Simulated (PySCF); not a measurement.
Calculation: PBE-D3(BJ)/def2-TZVP // PBE0-D4/def2-TZVP in PySCF. All species are isolated molecules in the gas phase. One relaxed conformer stands for a flexible species; it need not be the lowest. Excitations are Tamm–Dancoff values on a coarser integration grid. The basis has no diffuse functions, so Rydberg states are missing or too high.

Reference species (SMILES): `[OH][Ga]([F])[F]` (H–O–Ga–F torsion 180°) (neutral, multiplicity 1).

* **HOMO–LUMO gap**: 5.45 eV
* **S1 oscillator strength**: 0.016
* **T1 excitation (TDA)**: 5.21 eV

After one change: the HOMO–LUMO gap goes up by 0.84 eV; the S1 oscillator strength falls by 0.016; the T1 excitation (TDA) goes up by 0.90 eV.

Question: What was changed between the two runs? The new species is one of these.
A. `[OH][Ga]([OH])[OH]`
B. `[OH][Ga]([OH])[F]` (H–O–Ga–F torsion 0°, F–Ga–O–H torsion -180°)
C. `[F][Ga]([F])[F]`

Answer: C, `[F][Ga]([F])[F]`
